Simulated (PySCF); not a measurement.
Molecule: `C=C=C=CC[SiH3]`, C₅H₈Si.

Geometry:
```
atom   x (Å)   y (Å)   z (Å)
  C1   3.537   0.574   0.272
  C2   2.323   0.058   0.270
  C3   1.154  -0.446   0.263
  C4  -0.064  -0.965   0.269
  C5  -1.214  -0.462   1.078
 Si6  -2.417   0.556   0.016
  H7   4.325   0.171  -0.373
  H8   3.795   1.420   0.917
  H9  -0.265  -1.811  -0.403
 H10  -0.869   0.174   1.908
 H11  -1.784  -1.303   1.510
 H12  -2.918  -0.276  -1.121
 H13  -1.722   1.759  -0.529
 H14  -3.583   0.988   0.848
```

Geometry PBE0-D3(BJ)/def2-SVP throughout; GIAO in PySCF 2.14, gas phase, one conformer, non-relativistic; equivalent atoms averaged; basis pcSseg-1.

Question: How do the absolute shieldings σ depend on the functional? (a selection of nuclei; ppm; last column core-seconds on shared hosts with different chips, so compare them loosely; the GGAs took longer than the global hybrids here, which isn't the general rule, and the cause wasn't traced)

Answer: 
```csv
functional,kind,C2,C3,C1,C5,Si6,H9,H7/H8,H12/H13/H14,H10/H11,core-s
HF,Hartree–Fock,1.5,13.1,97.2,176.1,449.7,25.98,26.42,27.96,30.04,6.2
LDA,LDA,-7.6,0.5,80.3,158.2,392.0,24.81,25.40,26.66,28.76,16
PBE,GGA,-0.6,6.8,85.1,157.9,403.9,25.29,25.88,27.19,29.19,20
BLYP,GGA,-6.0,1.7,81.7,152.4,393.9,25.51,26.14,27.47,29.42,20
BP86,GGA,-0.6,6.8,84.9,157.5,402.1,25.36,25.94,27.26,29.26,21
OPBE,GGA,11.6,18.2,93.1,164.3,423.7,25.33,25.85,27.25,29.16,20
KT2,GGA,13.2,20.2,95.0,161.8,429.5,25.39,25.98,27.22,29.19,21
KT3,GGA,14.2,20.8,95.6,161.0,431.1,25.58,26.15,27.52,29.35,21
B97-D,GGA,4.3,11.5,87.9,157.3,412.3,25.56,26.15,27.55,29.45,21
B3LYP,global hybrid,-5.8,2.9,84.0,158.3,404.7,25.57,26.14,27.53,29.51,12
PBE0,global hybrid,-0.2,8.3,87.8,164.7,416.8,25.42,25.93,27.33,29.35,12
mPW1PW91,global hybrid,-1.0,7.5,87.0,163.8,414.4,25.48,25.99,27.41,29.42,12
WP04,global hybrid,-10.4,-3.2,77.6,150.8,397.6,25.97,26.46,28.22,29.76,13
B97-2,global hybrid,3.4,11.5,89.6,163.8,420.2,25.56,26.08,27.52,29.47,12
BHandHLYP,global hybrid,-4.5,5.4,88.1,165.6,420.8,25.69,26.19,27.66,29.67,12
CAM-B3LYP,range-separated hybrid,-8.0,2.0,85.3,163.8,409.4,25.56,26.08,27.47,29.56,16
wB97X-D,range-separated hybrid,-3.1,6.4,88.1,166.5,415.7,25.59,26.07,27.46,29.59,16
LC-wPBE,range-separated hybrid,-4.3,5.9,88.0,172.7,420.3,25.57,25.97,27.46,29.61,21
```

Question: Which nucleus among those listed moves most, in ppm?

Answer: Si6 (silicon bonded to C, 3 H): from 392.0 ppm with LDA to 449.7 ppm with HF. The smallest spread is 1.06 ppm, at H7/H8. Proton shifts span only some 12 ppm, so a few tenths of a ppm matter as much there as several ppm in carbon.
